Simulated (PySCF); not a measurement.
**Correlation energy of Pb²⁺ (lead, charge +2)**

[Xe] 4f14 5d10 6s2, closed-shell 1S. Computed with PySCF 2.14 in aug-cc-pVTZ-PP with one added diffuse shell each of d, f type with ECP60MDF (6s5p5d3f, 67 functions), with a scalar-relativistic core potential. Frozen: 5s2 5p6 5d10; 2 electrons correlated.

With two correlated electrons CCSD is exact within the correlated space (frozen core and kept virtual orbitals).

```tsv
level	correlation energy (mhartree)
CCSD	-27.11
```

Diagnostics: T1 = 0.0023, D1 = 0.0033, largest double amplitude 0.077.

Problem. Is a single reference adequate?

Solution. Mostly. T1 lies below 0.03, but a double amplitude of this size points to a near-degeneracy that CCSD handles and MP2 describes poorly.
